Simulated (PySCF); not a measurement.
Isomers of C8H17BO, mass 140.137 u with the commonest isotopes. The calculation used PBE0-D3(BJ)/def2-SVP geometry optimisation, gas phase in PySCF 2.14.0. One conformer each, none proved a minimum here; rigid rotors.

Problem. Order these by rotational constant B, smallest first.
A. `[CH3:1][CH:2]([CH3:3])[O:4][C@@H:5]1[CH2:6][BH:7][CH2:8][CH2:9][CH2:10]1` with C1–C2–O4–C5 153°, C2–O4–C5–C6 -81°, O4–C5–C6–B7 -159°, C5–C6–B7–C8 20°, C6–B7–C8–C9 -20°, B7–C8–C9–C10 39°
B. `[CH3:1][B:2]([CH3:3])[C@@H:4]1[CH2:5][CH2:6][CH2:7][O:8][CH2:9][CH2:10]1` with C1–B2–C4–C5 47°, B2–C4–C5–C6 170°, C4–C5–C6–C7 84°, C5–C6–C7–O8 -34°, C6–C7–O8–C9 -49°
C. `[CH3:1][CH:2]([CH3:3])[O:4][C@H:5]1[BH:6][CH2:7][CH2:8][CH2:9][CH2:10]1` with C1–C2–O4–C5 -154°, C2–O4–C5–B6 75°, O4–C5–B6–C7 160°, C5–B6–C7–C8 -32°, B6–C7–C8–C9 42°, C7–C8–C9–C10 -57°

Solution. C (666.4 MHz), A (682.9 MHz), B (771.5 MHz).

Problem. Order these by out-of-plane moment Σ m c² = (Ia + Ib − Ic)/2, largest first.
A. `[CH3:1][CH:2]([CH3:3])[O:4][C@H:5]1[BH:6][CH2:7][CH2:8][CH2:9][CH2:10]1` with C1–C2–O4–C5 -154°, C2–O4–C5–B6 75°, O4–C5–B6–C7 160°, C5–B6–C7–C8 -32°, B6–C7–C8–C9 42°, C7–C8–C9–C10 -57°
B. `[CH3:1][CH:2]([CH3:3])[O:4][C@@H:5]1[CH2:6][BH:7][CH2:8][CH2:9][CH2:10]1` with C1–C2–O4–C5 153°, C2–O4–C5–C6 -81°, O4–C5–C6–B7 -159°, C5–C6–B7–C8 20°, C6–B7–C8–C9 -20°, B7–C8–C9–C10 39°
C. `[CH3:1][B:2]([CH3:3])[C@@H:4]1[CH2:5][CH2:6][CH2:7][O:8][CH2:9][CH2:10]1` with C1–B2–C4–C5 47°, B2–C4–C5–C6 170°, C4–C5–C6–C7 84°, C5–C6–C7–O8 -34°, C6–C7–O8–C9 -49°

Solution. C (81.90 u·Å²), A (57.07 u·Å²), B (51.69 u·Å²).

```
             SMILES  point group  Ia (u·Å²)  Ib (u·Å²)  Ic (u·Å²)      κ  μa (D)  μb (D)  μc (D)
CB(C)[C@@H]1CCCOCC1           C1     218.30     655.10     709.60  -0.93    0.62    0.41    1.05
 CC(C)O[C@H]1BCCCC1           C1     179.63     758.34     823.84  -0.95    0.63    0.07    1.16
CC(C)O[C@@H]1CBCCC1           C1     178.06     740.02     814.71  -0.94    0.02    0.06    0.75
```
